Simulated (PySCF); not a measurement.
Curvature of the energy in the electron number along group 15, charge +1

Calculated with PySCF 2.14, in def2-TZVPPD, non-relativistic, def2-TZVPPD with the def2 core potential (28 electrons), ECP, def2-TZVPPD with the def2 core potential (60 electrons), ECP: one orbital is emptied in steps, and each cell gives the departure of E from the straight line at half an electron, in eV (from a cubic fit). The exact functional gives zero.

```csv
species,orbital,LDA,PBE,r2SCAN,PBE0,BHandHLYP,LC-wPBE,wB97X,UHF
N⁺,2p alpha,-2.04,-1.98,-1.81,-1.42,-0.86,-0.70,-0.74,0.28
P⁺,3p alpha,-1.24,-1.20,-1.11,-0.87,-0.55,-0.16,-0.24,0.14
As⁺,4p alpha,-1.16,-1.12,-1.04,-0.81,-0.53,-0.12,-0.21,0.11
Sb⁺,5p alpha,-1.02,-0.98,-0.91,-0.71,-0.47,-0.06,-0.15,0.09
Bi⁺,6p alpha,-0.98,-0.94,-0.86,-0.68,-0.46,-0.05,-0.13,0.09
```

Task: How does the mean departure depend on the functional?

Result: LDA -1.29 eV; PBE -1.24 eV; r2SCAN -1.15 eV; PBE0 -0.90 eV; BHandHLYP -0.58 eV; LC-wPBE -0.22 eV; wB97X -0.29 eV; UHF 0.14 eV. Semilocal functionals are convex (delocalisation error), Hartree-Fock is concave or straight, and exact exchange removes curvature roughly in proportion to its share, so among the functionals the range-separated hybrids usually come closest to zero.

No spin-orbit coupling is included.
